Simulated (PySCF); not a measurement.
**Ionisation energy along the 4-electron series**

Calculated with PySCF 2.14 and a two-component X2C-1e Hamiltonian (Gaussian nucleus, no Breit or QED terms), each ion in its own even-tempered basis scaled to its charge; GMP2 freezes nothing and drops the highest virtual spinors. Values in eV. NIST values: (m) measured, (s) semi-empirical, (t) theoretical.

```tsv
ion	configuration	GMP2 (spin-free)	GHF (screened spin-orbit)	GMP2 (screened spin-orbit)	NIST
Tb⁶¹⁺	[He] 2s2	14456.9	14451.7	14458.2	14434 ± 12 (t)
Dy⁶²⁺	[He] 2s2	14959.3	14954.2	14960.7	14936 ± 15 (t)
Ho⁶³⁺	[He] 2s2	15472.5	15467.4	15473.9	15448 ± 19 (t)
```

Between Z = 65 and Z = 67 the GMP2 (screened spin-orbit) value grows as Z to the power 2.24.
